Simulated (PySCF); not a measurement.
SMILES C[SiH2]/C=C/[Si](F)(F)F (GFN2-xTB optimised geometry):

```
15

Si    -2.456    -1.901     4.023
F     -4.034    -2.063     4.132
F     -2.061    -1.196     5.392
F     -1.901    -3.382     4.168
C     -1.862    -1.028     2.493
C     -1.065    -1.565     1.567
Si    -0.477    -0.687     0.000
C     -1.143    -1.658    -1.490
H     -2.194    -0.007     2.349
H     -0.732    -2.587     1.714
H      0.991    -0.687     0.000
H     -0.991     0.687     0.000
H     -0.789    -2.685    -1.482
H     -0.821    -1.207    -2.424
H     -2.229    -1.685    -1.494
```

Level of theory: CAM-B3LYP/def2-TZVP in PySCF 2.14.0.

### Question
What are the frontier orbital energies and the dipole moment?

### Answer
HOMO-2 -11.17 eV, HOMO-1 -10.39 eV, HOMO -10.02 eV, LUMO -0.43 eV, LUMO+1 1.45 eV; dipole moment 3.63 D.

On the same geometry PBE/def2-TZVP (PySCF 2.14.0) gives HOMO-2 -8.38 eV, HOMO-1 -7.65 eV, HOMO -7.51 eV, LUMO -2.53 eV, LUMO+1 -0.30 eV; dipole moment 3.48 D.

Meta-Löwdin charges at CAM-B3LYP/def2-TZVP: Si1 1.65, F2 -0.49, F3 -0.49, F4 -0.49, C5 -0.40, C6 -0.29, Si7 0.68, C8 -0.59, H9 0.13, H10 0.13, H11 -0.11, H12 -0.11, H13 0.13, H14 0.13, H15 0.13.
